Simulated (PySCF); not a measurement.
# One molecule, several mistakes: BH6NSi2

All numbers below are calculated, not measured. The program is PySCF 2.14.0, an open-source quantum chemistry code, run on an isolated molecule that a program drew, which may never have been made. The molecule is BH6NSi2 (charge 0, singlet), drawn as the SMILES string `N=[SiH]B[SiH3]`.

Each row is a Hartree-Fock (HF) and frozen-core CCSD(T) single point in the cc-pV(D+d)Z basis, meant for a local HF minimum. Run 1 is clean. Each other run has one planted mistake out of seven kinds, and not every kind appears here: one electron removed, one electron added, multiplicity raised by two, geometry at a saddle point, minimal basis STO-3G, one bond length entered in bohr, all coordinates scaled. The reference is restricted for singlets and unrestricted otherwise, and also for a bond in bohr. Adding or removing an electron swaps singlet and doublet. Electrons count all cores. HOMO and LUMO are orbital energies over both spins, the gradient is its largest component, and the lowest frequency (negative if imaginary) is given only where the gradient is small. Bond lengths are over the 9 bonds as drawn. T1 is the CCSD diagnostic: over 0.02 (restricted) or 0.045 (unrestricted) a single reference is doubtful.

Geometry of the clean run:
```xyz
10
BH6NSi2, angstrom
N    -0.7389   -2.4456   -3.1685
Si    0.2487   -1.6538   -2.2255
B    -0.0162   -0.9591   -0.3365
Si   -0.8844    0.8172    0.1795
H    -1.6684   -2.7080   -2.8945
H     1.5858   -1.3314   -2.7666
H     0.3410   -1.6635    0.5688
H    -0.0906    1.4905    1.2363
H    -2.2327    0.5006    0.7172
H    -1.0382    1.7490   -0.9629
```

```
run  electrons  basis functions  <S^2>  HOMO (eV)  LUMO (eV)  gradient (hartree/bohr)  lowest frequency (cm^-1)  mean bond (Å)  longest bond (Å)      T1  HF (hartree)  CCSD(T) (hartree)                     mistake
  1         46              104  0.000      -9.92       0.39                  2.0e-05                        35         1.5318             2.043  0.0206    -660.42037         -660.94126                    no fault
  2         47              104  0.762      -1.88       7.24                  4.7e-02                         -         1.5318             2.043  0.0172    -660.44531         -660.98107          one electron added
  3         46              104  2.056      -7.00      -0.41                  6.3e-02                         -         1.5318             2.043  0.0547    -660.35224         -660.85846  multiplicity raised by two
  4         45              104  0.787     -16.14      -5.61                  6.4e-02                         -         1.5318             2.043  0.0342    -660.14326         -660.61669        one electron removed
  5         46              104  0.000      -9.63       0.36                  4.1e-02                         -         1.6069             2.143  0.0218    -660.40003         -660.93066                           ?
```

**Which mistake was planted in run 5, and what did it cost?**

The mean and the longest bond both change by the same factor, 1.049, and the gradient is no longer small. So the mistake is: all coordinates scaled. Subtracting run 1 and multiplying by 627.51 kcal/mol a hartree, the energy moved by 12.8 kcal/mol in HF and 6.7 kcal/mol in CCSD(T).

Cautions from the logs. Run 1: T1 is over the limit, so its CCSD(T) energy is less reliable; run 3: T1 is over the limit, so its CCSD(T) energy is less reliable; run 5: T1 is over the limit, so its CCSD(T) energy is less reliable.
